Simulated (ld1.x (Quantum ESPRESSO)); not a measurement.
# Varying the TM potential for Cr (Z = 24)

Base potential:

Cr (Z = 24), norm-conserving Troullier–Martins (Kleinman–Bylander form), made with ld1.x (Quantum ESPRESSO) 7.5 (LDA (PZ), scalar-relativistic). Core [Ne], reference 3s2 3p6 3d5 4s1 4p0. Waves: 3p (bound): rc 1.20 bohr; 3d (bound): rc 1.15 bohr; 3s (bound): rc 1.55 bohr. Local part: the s channel. Core correction: none.

Occupied shells without a wave of their own: 4s. They enter only through the test configuration that unscreens the potential.

All-electron outer shells of the reference configuration (LDA (PZ), scalar-relativistic, ld1.x):

```json
{"shell": "2s", "level (eV)": "-665.48", "outermost node (bohr)": "0.09", "outermost maximum (bohr)": "0.24"}
{"shell": "2p", "level (eV)": "-560.31", "outermost node (bohr)": "–", "outermost maximum (bohr)": "0.20"}
{"shell": "3s", "level (eV)": "-73.56", "outermost node (bohr)": "0.36", "outermost maximum (bohr)": "0.78"}
{"shell": "3p", "level (eV)": "-45.35", "outermost node (bohr)": "0.33", "outermost maximum (bohr)": "0.80"}
{"shell": "4s", "level (eV)": "-4.20", "outermost node (bohr)": "1.12", "outermost maximum (bohr)": "2.74"}
{"shell": "3d", "level (eV)": "-3.13", "outermost node (bohr)": "–", "outermost maximum (bohr)": "0.84"}
{"shell": "4p", "level (eV)": "-1.08", "outermost node (bohr)": "1.25", "outermost maximum (bohr)": "3.85"}
```

Cutoffs, loose and tight: the cutoffs (Ry, on a coarse ladder) from which the occupation-weighted sum of valence levels, in a spherical-Bessel basis at the reference potential, stays within 10 and 1 mRy of its value at 400 Ry. They do not see the model core or the augmentation charge, which bear on the density cutoff. Test errors are all-electron minus pseudo excitation energies from the reference, over the configurations 3s2 3p6 3d5 4s0 4p0; 3s2 3p6 3d4 4s0 4p0; 3s2 3p6 3d3 4s0 4p0; 3s2 3p6 3d4 4s2 4p0; 3s2 3p6 3d5 4s0.5 4p0; 3s2 3p5 3d5 4s1 4p0; 3s2 3p6 3d6 4s0 4p0 (two spin-polarised tests are not counted in the largest error). A dash means not determined; rows that change the core or the reference have their own tests. The largest error is taken over the tests solved by every variant that gives reliable tests at all: 3s2 3p5 3d5 4s1 4p0; 3s2 3p6 3d4 4s0 4p0; 3s2 3p6 3d4 4s2 4p0; 3s2 3p6 3d5 4s0 4p0; 3s2 3p6 3d5 4s0.5 4p0; 3s2 3p6 3d6 4s0 4p0.

| change | outcome | cutoff, loose | cutoff, tight | bound ghosts | largest test error (meV) |
| --- | --- | --- | --- | --- | --- |
| base | generated, misses its reference levels by 0.81 eV | 140 Ry | 160 Ry | none | -1709 |
| wave 3d (bound): rc 1.15 bohr becomes 3d (bound): rc 0.74 bohr | failed: run_pseudo: Errors in PS-KS equation | – | – | – | – |
| wave 3d (bound): rc 1.15 bohr becomes 3d (bound): rc 0.92 bohr | generated, misses its reference levels by 0.81 eV | 200 Ry | 230 Ry | none | -1706 |
| wave 3d (bound): rc 1.15 bohr becomes 3d (bound): rc 1.12 bohr | generated, misses its reference levels by 0.81 eV | 140 Ry | 180 Ry | none | -1708 |
| wave 3d (bound): rc 1.15 bohr becomes 3d (bound): rc 1.52 bohr | generated, misses its reference levels by 0.81 eV | 90 Ry | 110 Ry | none | -1713 |
| wave 3d (bound): rc 1.15 bohr becomes 3d (bound): rc 1.70 bohr | generated, misses its reference levels by 0.81 eV | 90 Ry | 110 Ry | none | -1716 |

What comes out with this change to the base: wave 3d (bound): rc 1.15 bohr becomes 3d (bound): rc 1.32 bohr?

outcome: generated, misses its reference levels by 0.81 eV; cutoff, loose: 120 Ry; cutoff, tight: 140 Ry; bound ghosts: none; largest test error (meV): -1710.

Reading the sweep of the d radius (base included, trends over the rows without a ghost): The loose cutoff falls from 200 Ry at 0.92 to 90 Ry at 1.7 bohr. A larger radius leaves more room for a smooth pseudo-wave, so fewer plane waves are needed; a smaller one forces it to follow the all-electron wave where it bends sharply. The median size of the test errors (rows with all tests solved) stays near 1060.0 meV. The generation fails at 0.74 bohr.
